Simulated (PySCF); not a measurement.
SMILES C=CCF (C3H5F), singlet, PBE/def2-SVP optimised geometry.

```
9

C      0.83    -1.01     0.84
C      0.06    -0.29     0.00
C     -1.43    -0.29     0.00
F     -1.93     1.01     0.00
H      1.93    -1.00     0.78
H      0.38    -1.64     1.63
H      0.53     0.34    -0.78
H     -1.82    -0.80    -0.92
H     -1.83    -0.83     0.89
```

Density from PBE/def2-TZVP (PySCF) at that geometry.

Minimum of the electron density along straight lines between bonded atoms, close to the bond critical point (lines longer than 1.1 times the sum of covalent radii, or with two minima, are not listed):

```
bond   length / Å  ρ at the minimum / e bohr⁻³  ∇²ρ there / e bohr⁻⁵  position (fraction from the first atom)
-----  ----------  ---------------------------  --------------------  ---------------------------------------
C1–C2       1.343                        0.340                 -0.98                                     0.50
C2–C3       1.498                        0.264            (withheld)                                     0.50
C3–F4       1.391                   (withheld)            (withheld)                                     0.35
C1–H5       1.101                        0.272                 -0.92                                     0.65
C1–H6       1.103                        0.270                 -0.90                                     0.65
C2–H7       1.105                        0.271                 -0.91                                     0.65
C3–H8       1.116                        0.271                 -0.91                                     0.65
C3–H9       1.114                        0.273                 -0.92                                     0.65
```

Question: Some entries are withheld; supply them.

Answer: 
- C2–C3, ∇²ρ there / e bohr⁻⁵: -0.69
- C3–F4, ρ at the minimum / e bohr⁻³: 0.242
- C3–F4, ∇²ρ there / e bohr⁻⁵: -0.31
